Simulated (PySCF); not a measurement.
# Worked example: entropy of an ideal gas

CrO2Cl2, SMILES [O]=[Cr](=[O])([Cl])[Cl], multiplicity 1.

Coordinates come from a PBE-D3(BJ)/def2-SVP optimisation. The spin state was assumed, not searched. The isomer is the one that the SMILES or the coordinates give; other isomers of the formula were not compared.

PBE-D3(BJ)/def2-SVP run with PySCF gives the harmonic wavenumbers 137, 218, 232, 269, 360, 467, 494, 1080, 1096 cm⁻¹ and the rotational temperatures 0.1519, 0.0897, 0.0741 K. The molar mass is 154.89 g/mol, the symmetry number 2, the spin multiplicity 1.

**Question.** Work out the entropy at 298.15 K and 1 atm in the rigid-rotor, harmonic-oscillator model.

**Answer.** 
Translation (Sackur–Tetrode at 1 atm): S = R[1.5 ln M + 2.5 ln T − 1.16487] = 171.6 J/(mol K).
Rotation: q = (√π/σ) T^1.5/√(θA θB θC) = 144000, S = R[ln q + 3/2] = 111.2 J/(mol K).
Vibration: with u = 1.4388 ν/T, each mode gives R[u/(e^u − 1) − ln(1 − e^−u)]:
| ν (cm⁻¹) | modes | u | S (J/(mol K)) |
|---|---|---|---|
| 137 | 1 | 0.66 | 11.90 |
| 218 | 1 | 1.05 | 8.27 |
| 232 | 1 | 1.12 | 7.80 |
| 269 | 1 | 1.30 | 6.71 |
| 360 | 1 | 1.74 | 4.69 |
| 467 | 1 | 2.25 | 3.12 |
| 494 | 1 | 2.38 | 2.82 |
| 1080 | 1 | 5.21 | 0.28 |
| 1096 | 1 | 5.29 | 0.27 |
These are all the modes. Sum 45.9 J/(mol K).
Spin: R ln 1 = 0.0 J/(mol K).
Total 328.7 J/(mol K); the program's own thermochemistry gives 328.7. Translation makes up 52 % and vibration 14 %. Anharmonicity, hindered rotation and orbital degeneracy are left out.
